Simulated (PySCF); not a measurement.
**Working with the constants of BPb⁺**

UHF-CCSD(T) constants of BPb⁺, ³Π (triplet), unpaired electrons σ ↑, π ↑ (B cc-pVDZ, Pb cc-pVDZ-PP with ECP60; scalar-relativistic core potentials (PySCF 2.14); masses 11.0093 and 207.9766 u):

```
ωe              : 344.3 cm⁻¹
ωexe            : 4.35 cm⁻¹
Be              : 0.25442 cm⁻¹
αe              : 0.00337 cm⁻¹
D (centrifugal) : 5.56e-07 cm⁻¹
```

(1) Give the vibrational terms G(v) and spacings up to v = 6.

Correlated steps freeze 5 core orbitals. Spin–orbit coupling is left out, which matters for elements this heavy, above all for dissociation energies. The state was picked by a PBE0 search and need not be the measured ground state.

## Answers

(1) G(v) = ωe(v+½) − ωexe(v+½)².

| v | G(v) (cm⁻¹) | G(v) − G(v−1) | Bv (cm⁻¹) |
| --- | --- | --- | --- |
| 0 | 171 |  | 0.2527 |
| 1 | 507 | 336 | 0.2494 |
| 2 | 834 | 327 | 0.2460 |
| 3 | 1152 | 318 | 0.2426 |
| 4 | 1461 | 310 | 0.2393 |
| 5 | 1762 | 301 | 0.2359 |
| 6 | 2054 | 292 | 0.2325 |
